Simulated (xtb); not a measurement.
Species: CH3Cl2In, SMILES `[CH3][In]([Cl])[Cl]` (charge 0, multiplicity 1).

Question: Give a relaxed geometry from GFN2-xTB in xtb.

Answer: the end point of this relaxation (outside a Z-matrix the atoms follow the SMILES, hydrogens last).
Cartesian coordinates (Å) in one orientation:
```xyz
7

C     -1.176    -0.037     0.042
In     1.052     0.032    -0.037
Cl     2.267     1.995    -0.043
Cl     2.388    -1.848    -0.112
H     -1.521     0.869     0.530
H     -1.465    -0.924     0.597
H     -1.546    -0.087    -0.978
```
